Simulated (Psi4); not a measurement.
Nuclear repulsion and electron count by hand

System: Cl₂Co, quartet, at a GFN2-xTB geometry (such geometries of metal compounds can be far from the true shape). Level: B3LYP/def2-TZVP run with Psi4 1.11. Sums are taken with unrounded values, so a last digit can differ.

Coordinates (Å):

```
atom        x        y         z
----  -------  -------  --------
Co1   0.00000  0.00000   0.00000
Cl2   0.00000  0.00000  -1.94700
Cl3   0.00000  0.00000   1.94700
```

Work out the nuclear repulsion energy and the numbers of alpha and beta electrons.

In atomic units each pair adds Z_i Z_j / r_ij, with r in bohr (1 bohr = 0.529177 Å).
| pair | r (Å) | r (bohr) | Z_i Z_j | term (Eh) |
|---|---|---|---|---|
| Co1-Cl2 | 1.9470 | 3.6793 | 459 | 124.7519 |
| Co1-Cl3 | 1.9470 | 3.6793 | 459 | 124.7519 |
| Cl2-Cl3 | 3.8940 | 7.3586 | 289 | 39.2737 |
The sum is 288.7775 Eh; Psi4 gives 288.7775 Eh. The atomic numbers add up to 61, so at charge +0 there are 61 electrons; multiplicity 4 means 3 unpaired, so 32 alpha and 29 beta.
